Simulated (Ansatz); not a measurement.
## Ligand exchange: C2HCl2In + C2H8Si2 → C2H2ClIn + C2H7ClSi2

Species: C2HCl2In `C#[C][In]([Cl])[Cl]`, singlet; C2H8Si2 `C=C[SiH2][SiH3]`, singlet; C2H2ClIn `C#[C][InH][Cl]`, singlet; C2H7ClSi2 `C=C[SiH2][SiH2]Cl`, singlet. The partners trade Cl for H: In–Cl and Si–H bonds give way to In–H and Si–Cl.

Shapes, held fixed at every level: PBE0-D4/def2-TZVP. Flexible molecules stand in one conformer, not always the lowest. Programs: Ansatz 0.2.0. The zero-point and thermal change to 298 K, harmonic and unscaled (PBE0-D4/def2-TZVP), is -2.5 kJ/mol.

```csv
level,kind,ΔH(298 K) (kJ/mol),less CCSD(T)/def2-TZVPP,CPU time (sum over the molecules)
HF/def2-TZVPP,Hartree–Fock,+22.3,+6.3,–
r2SCAN-D4/def2-TZVPP,meta-GGA,+11.6,-4.4,67 s
B3LYP-D4/def2-TZVPP,global hybrid,+11.7,-4.3,71 s
BHLYP-D4/def2-TZVPP,global hybrid,+14.1,-1.9,49 s
r2SCAN0-D4/def2-TZVPP,global hybrid,+11.6,-4.4,73 s
wB97X-V/def2-TZVPP,range-separated hybrid,+12.2,-3.8,1.9 min
CCSD/def2-SVP,coupled cluster or CI,+31.9,+15.9,–
CCSD(T)/def2-TZVPP,coupled cluster or CI,+16.0,0.0,26 min
```

The highest level, CCSD(T)/def2-TZVPP, gives ΔH(298 K) = +16.0 kJ/mol; the levels span +11.6 to +31.9. The column of differences is taken from that level and isn't an error. No measured value is set beside it here. For atoms past krypton def2 sets carry core potentials with scalar relativity. Outer-core shells of In are correlated, in sets that cover them unevenly. Times are processor times on shared x86 and Arm servers, and rough.
